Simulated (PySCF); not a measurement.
CCl2, SMILES Cl[C]Cl (connectivity only; charge and spin as stated), neutral, multiplicity 1.

Geometry optimised at PBE0-D3(BJ)/def2-TZVP. The isomer is the one that the SMILES or the coordinates give; other isomers of the formula were not compared.

Two levels are set side by side: TDA-PBE/def2-TZVPD (PySCF) and ADC(2)/aug-cc-pVDZ (PySCF). Vertical, same geometry; the bases differ. Differences are taken from unrounded values.

```
quantity                        ADC(2)  TDA-PBE  TDA-PBE minus ADC(2)
------------------------------  ------  -------  --------------------
lowest singlet excitation (eV)    2.52     2.54                  0.02
```

On these quantities the two levels nearly agree.

Rough cost on one machine, each run with all the roots and properties that it gave: ADC(2) against TDA-PBE about 4 times.
